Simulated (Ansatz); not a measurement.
Ligand exchange: C2H4Cl2 + HI → C2H4ClI + HCl

Species: C2H4Cl2 (1,1-dichloroethane) `CC(Cl)Cl`, singlet; HI (hydrogen iodide), singlet; C2H4ClI `CC(Cl)I`, singlet; HCl (hydrogen chloride), singlet. The partners trade Cl for I: C–Cl and H–I bonds give way to C–I and H–Cl.

Shapes, held fixed at every level: PBE0-D4/def2-TZVP. Programs: Ansatz 0.2.0. The zero-point and thermal change to 298 K, harmonic and unscaled (PBE0-D4/def2-TZVP), is +2.0 kJ/mol.

```json
{"level": "HF/def2-SVP", "kind": "Hartree–Fock", "ΔH(298 K) (kJ/mol)": "+5.7", "less CCSD(T)/def2-TZVPP": "+16.3"}
{"level": "r2SCAN-D4/def2-TZVPP", "kind": "meta-GGA", "ΔH(298 K) (kJ/mol)": "-6.2", "less CCSD(T)/def2-TZVPP": "+4.4"}
{"level": "r2SCAN0-D4/def2-TZVPP", "kind": "global hybrid", "ΔH(298 K) (kJ/mol)": "-5.1", "less CCSD(T)/def2-TZVPP": "+5.5"}
{"level": "MP2/def2-TZVPP", "kind": "perturbation theory", "ΔH(298 K) (kJ/mol)": "-16.9", "less CCSD(T)/def2-TZVPP": "-6.3"}
{"level": "CCSD(T)/def2-SVP", "kind": "coupled cluster or CI", "ΔH(298 K) (kJ/mol)": "-0.3", "less CCSD(T)/def2-TZVPP": "+10.3"}
{"level": "CCSD/def2-SVP", "kind": "coupled cluster or CI", "ΔH(298 K) (kJ/mol)": "+0.8", "less CCSD(T)/def2-TZVPP": "+11.4"}
{"level": "CCSD(T)/def2-TZVPP", "kind": "coupled cluster or CI", "ΔH(298 K) (kJ/mol)": "-10.6", "less CCSD(T)/def2-TZVPP": "0.0"}
```

The highest level, CCSD(T)/def2-TZVPP, gives ΔH(298 K) = -10.6 kJ/mol; the levels span -16.9 to +5.7. They disagree on the sign: 2 of 7 are positive. The column of differences is taken from that level and isn't an error. No measured value is set beside it here. For atoms past krypton def2 sets carry core potentials with scalar relativity. Outer-core shells of I are correlated in most correlated rows, in sets that cover them unevenly.
